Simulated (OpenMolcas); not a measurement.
**Ne²⁺: effect of the basis set**

```
Program             : OpenMolcas
Method              : CASSCF
Active space        : 6 electrons in 4 orbitals (2s 2p)
State averaging     : 2S+1 = 3 even, 3 roots; 2S+1 = 1 even, 6 roots; 2S+1 = 3 odd, 3 roots; 2S+1 = 1 odd, 3 roots
Spin-orbit coupling : RASSI with atomic mean-field integrals over the reference wave functions, term energies averaged over their components
```

A. ANO-R1 [3s2p1d], X2C, finite nucleus; cost of the order of 8 core-seconds
B. ANO-L-VTZP [4s3p2d1f], non-relativistic, point nucleus; cost roughly 6 core-seconds
C. ANO-RCC-VTZP [4s3p2d1f], DKH2, point nucleus; cost about 9 core-seconds
D. ANO-R2 [4s4p2d1f], X2C, finite nucleus; cost of the order of 15 core-seconds
E. ANO-R3 [4s4p2d1f], X2C, finite nucleus; cost roughly 6 core-seconds
F. ANO-RCC-VQZP [5s4p3d2f1g], DKH2, point nucleus; cost of the order of 10 core-seconds

Energies in cm⁻¹ above 2s² 2p⁴ ³P₂, the measured ground level; measured values from Moore, Atomic Energy Levels, vol. I, NSRDS-NBS 35 (1971 reprint of NBS Circular 467, 1949).

| Level | A | B | C | D | E | F | Measured |
| --- | --- | --- | --- | --- | --- | --- | --- |
| 2s² 2p⁴ ³P₂ | 0.0 | 0.0 | 0.0 | 0.0 | 0.0 | 0.0 | 0.0 |
| 2s² 2p⁴ ³P₁ | 624 | 591 | 600 | 600 | 600 | 603 | 650 |
| 2s² 2p⁴ ³P₀ | 919 | 871 | 885 | 884 | 884 | 888 | 927 |
| 2s² 2p⁴ ¹D₂ | 27787 | 27927 | 27867 | 27825 | 27825 | 27831 | 25841 |
| 2s² 2p⁴ ¹S₀ | 53356 | 52876 | 52783 | 52757 | 52757 | 52719 | 55747 |
| 2s 2p⁵ ³P°₂ | 214211 | 213960 | 214543 | 214477 | 214477 | 214500 |  |
| 2s 2p⁵ ³P°₁ | 214810 | 214531 | 215123 | 215058 | 215058 | 215084 | 204879 |
| 2s 2p⁵ ³P°₀ | 215112 | 214820 | 215416 | 215351 | 215351 | 215379 | 205204 |
| 2s 2p⁵ ¹P°₁ | 310178 | 312410 | 313114 | 312681 | 312681 | 312915 |  |

Deviations, from unrounded energies. A percentage is the sum of absolute deviations over the sum of measured energies, with the sign that they share, or ± where signs differ.

```json
{"Against measurement": "mean absolute deviation (cm-1)", "Levels": "6", "A": "4000", "B": "4100", "C": "4300", "D": "4200", "E": "4200", "F": "4200"}
{"Against measurement": "fine structure of the ground term (%)", "Levels": "2", "A": "-2.1", "B": "-7.3", "C": "-5.8", "D": "-5.9", "E": "-5.9", "F": "-5.4"}
{"Against measurement": "other terms of the ground configuration (%)", "Levels": "2", "A": "±5.3", "B": "±6.1", "C": "±6.1", "D": "±6.1", "E": "±6.1", "F": "±6.2"}
{"Against measurement": "other configurations (%)", "Levels": "2", "A": "+4.8", "B": "+4.7", "C": "+5.0", "D": "+5.0", "E": "+5.0", "F": "+5.0"}
```

A, B, D, E lie about equally close to measurement and C furthest from it. The largest miss of A in the table is 2s 2p⁵ ³P°₁, by +9900 cm-1. The ranking rests on the paired levels alone, and a cruder setting can come out closer through cancelling errors.

Among A to F the level of the table that moves most is 2s 2p⁵ ¹P°₁, by 2900 cm-1 (lowest in A, highest in C).

Measured partners are found by configuration, term and J. A level has none where our copy of the source lacks it or the pairing is in doubt (some pairs that miss far off the trend of their configuration count as doubtful), and it then counts in no deviation. Only configurations of the active space appear.

° marks odd parity.
